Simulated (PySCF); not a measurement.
Si(H)2(vinyl)(OMe) (C3H8OSi), SMILES C=C[SiH2]OC.

Geometry optimised at ωB97X-D3(BJ)/def2-SVP. Other conformers were not sampled.

All values below come from TDDFT-PBE/def2-SVPD (PySCF 2.14.0).

Vertical excitations. The molecule is in vacuum. State labels are in the subgroup Cs.

```
state  symmetry  energy (eV)  λ (nm)      f                          main pairs
-----  --------  -----------  ------  -----  ----------------------------------
S1           A'         5.16     240  0.008                      HOMO→LUMO 96 %
S2           A"         5.89     211  0.001                    HOMO−2→LUMO 97 %
S3           A"         6.20     200  0.001                    HOMO→LUMO+1 99 %
S4           A"         6.42     193  0.001                  HOMO−1→LUMO+1 91 %
S5           A"         6.46     192  0.002                    HOMO−3→LUMO 88 %
S6           A'         6.76     183  0.242  HOMO−1→LUMO 65 %, HOMO−4→LUMO 27 %
S7           A"         6.85     181  0.004                    HOMO→LUMO+2 99 %
S8           A"         6.96     178  0.031                    HOMO→LUMO+3 99 %
S9           A'         6.98     178  0.013                  HOMO−2→LUMO+1 98 %
S10          A"         7.10     175  0.011                 HOMO−1→LUMO+2 100 %
T1           A'         4.32     287      0                    HOMO−1→LUMO 93 %
T2           A'         5.08     244      0                      HOMO→LUMO 95 %
T3           A"         5.72     217      0  HOMO−2→LUMO 79 %, HOMO−3→LUMO 21 %
T4           A"         5.96     208      0                    HOMO→LUMO+1 99 %
```
Triplets are in the Tamm–Dancoff approximation, which puts them higher than full response would, so one can lie above its singlet here.
